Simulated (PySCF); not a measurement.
Be(OH)(SeH) (BeH2OSe), SMILES [SeH][Be][OH]. Heavy atoms are numbered as in [Be:1]([OH:2])[SeH:4]. Hydrogens are named by the atom that carries them.

Geometry optimised at TPSSh-D3(BJ)/def2-TZVP. A frequency run showed that this geometry is not a minimum. The values are those of a single conformer.

Level of theory: PBE0/pcSseg-2 (PySCF).

GIAO shieldings, no solvent; atoms alike by connectivity are averaged. δ = σ(ref) − σ: ¹⁷O against H2O (σ = 327.8 ppm); ¹H against TMS (σ = 31.54 ppm); ⁷⁷Se against Me2Se (σ = 1739.2 ppm), references at their B3LYP-D3(BJ)/def2-TZVP geometries, non-relativistic.

```csv
nucleus,atoms,count,δ (ppm)
¹⁷O,O2 (OH),1,33.3
¹H,H on O2,1,2.08
¹H,H on Se4,1,-0.30
⁷⁷Se,Se4 (SeH),1,-686.9
```
